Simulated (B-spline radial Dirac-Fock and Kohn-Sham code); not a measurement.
**Form factor and incoherent scattering function of Pb⁵⁺**

System: the Pb⁵⁺ ion, configuration 1s2 2s2 2p6 3s2 3p6 3d10 4s2 4p6 4d10 4f14 5s2 5p6 5d9.

Input of the calculation (task.json; shells as n, l, electrons):

```json
{"items": [{
  "Z": 82,
  "q": 5,
  "cfg": [[1, 0, 2], [2, 0, 2], [2, 1, 6], [3, 0, 2], [3, 1, 6], [3, 2, 10], [4, 0, 2], [4, 1, 6], [4, 2, 10], [4, 3, 14], [5, 0, 2], [5, 1, 6], [5, 2, 9]],
  "A": 208,
  "rrms": 5.5012,
  "do": ["scatter"],
  "s": [0.0, 0.05, 0.1, 0.15, 0.2, 0.25, 0.3, 0.35, 0.4, 0.45, 0.5, 0.6, 0.7, 0.8, 0.9, 1.0, 1.1, 1.2, 1.4, 1.6, 1.8, 2.0, 2.5, 3.0, 3.5, 4.0, 5.0, 6.0],
  "pz": [0, 0.1, 0.2, 0.3, 0.4, 0.5, 0.6, 0.8, 1.0, 1.2, 1.4, 1.6, 1.8, 2.0, 2.5, 3.0, 4.0, 5.0, 7.0, 10.0, 15.0, 20.0, 30.0, 40.0, 60.0, 100.0],
  "hv_scatter": [1000, 2000, 10000, 17479.3, 30000, 100000, 200000, 500000]
}]}
```

Command: `python xray_run.py task.json out`

These are calculated numbers from an atomic code on a B-spline grid; the model is relativistic Hartree-Fock (Dirac-Fock) wave functions, averaged over the configuration. f₀ is the Fourier transform of the spherical electron density, S the Waller-Hartree incoherent function, and s = sin θ/λ. The electron scattering factor follows from the Mott-Bethe formula f_e = 0.023934 Å⁻¹·(Z − f₀)/s².

```tsv
s (Å⁻¹)	f₀	S	f_e (Å)
0	77.000	0.000	–
0.05	76.436	0.540	53.270
0.1	74.807	2.022	17.215
0.15	72.293	4.108	10.326
0.2	69.141	6.441	7.694
0.25	65.621	8.781	6.272
0.3	61.975	11.035	5.325
0.35	58.392	13.204	4.613
0.4	54.995	15.319	4.040
0.45	51.853	17.398	3.563
0.5	48.985	19.436	3.161
0.6	44.020	23.317	2.525
0.7	39.877	26.812	2.058
0.8	36.305	29.857	1.709
0.9	33.131	32.496	1.444
1	30.266	34.825	1.238
1.1	27.676	36.939	1.075
1.2	25.358	38.901	0.941
1.4	21.541	42.496	0.738
1.6	18.744	45.744	0.591
1.8	16.757	48.701	0.482
2	15.314	51.372	0.399
2.5	12.725	56.739	0.265
3	10.480	60.476	0.190
3.5	8.491	63.171	0.144
4	6.969	65.248	0.112
5	5.259	68.298	0.073
6	4.440	70.409	0.052
```

f₀ starts at the number of electrons, 77, and has fallen to half at s ≈ 0.74 Å⁻¹. The sum of ⟨r²⟩ over the electrons is 30.93 bohr². For an ion f_e diverges as s goes to zero, because of the net charge.
